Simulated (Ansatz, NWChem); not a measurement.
# Predicting a hybrid from its neighbours: AgI

The species is AgI (2 atoms), meant as a singlet with charge 0. SMILES: `[Ag][I]`. The bond length is the measured one.

The HOMO–LUMO gap y, in eV, basis def2-TZVPPD with a core potential; a is the functional's share of exact exchange. Programs: Ansatz 0.2.0, NWChem 7.3.0.

```
functional  program     a  y (eV)
       PBE   Ansatz     0    1.96
    r2SCAN   Ansatz     0    2.39
     B3LYP   NWChem   0.2       ?
      PBE0   NWChem  0.25    3.75
     BHLYP   NWChem   0.5    5.26
```

Task: Fit y = c + s·a to the known rows and predict B3LYP.

Result: 
1. Means of the 4 rows: a = 0.1875, y = 3.340.
2. Σ(Δa)² = 0.17188, Σ(Δa·Δy) = 1.0625, so the slope is 1.0625/0.17188 = 6.1816.
3. Intercept: 3.340 − (6.1816) × 0.1875 = 2.181. The largest residual of the fit is 0.22.
4. B3LYP: 2.181 + (6.1816) × 0.2 = 3.42 eV.

The run gave 3.23 eV, so the prediction is off by +0.19 eV, within the scatter of the fit. Exact exchange lowers occupied levels and raises empty ones. The rows mix families of semi-local functionals, which the line can't see.
